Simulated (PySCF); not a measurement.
Cost of one run: geometry optimisation, iodine monofluoride (`FI`).

Method: PBE0-D3(BJ)/def2-SVP geometry optimisation, gas phase, def2 core potentials past Kr (PySCF 2.14.0). Work: geometry optimisation from a GFN2-xTB start shaken at random, density fitting. A driver script takes a list of jobs; this job's settings line and coordinates (Å) are shown.

Input:
```
{"job": {"xc": "PBE0", "basis": "def2-SVP", "d3": "d3bj", "grid": 1, "maxiter": 30, "shake": 0.01, "kind": "geom"}, "charge": 0, "multiplicity": 1}
F      0.997870    -0.028480     0.001370
I     -0.980380    -0.000340    -0.013500
```

Hardware: one thread of an Arm Neoverse V1, shared host with 32 logical CPUs at a one-minute load of 6.1. PySCF's memory limit was set to 2320 MB.

Task: How large is the basis?

Result: 40 functions.

Task: Estimate the wall time.

Result: About 3.1 s. The run took 4 energy-and-gradient evaluations and 26 SCF cycles, 0.78 s an evaluation on average.

Task: How much memory does it need at the peak?

Result: About 0.25 GiB. Peak memory is the resident size of the whole Python process, interpreter and libraries included.

Task: At this speed, how long would 500 such jobs take on 96 cores, one job a core?

Result: 500/96 gives 6 rounds of 3.1 s, about 19 s of wall time and 0.43 core-hours, if the jobs don't slow each other.

Times come from a shared host and carry two figures at best.
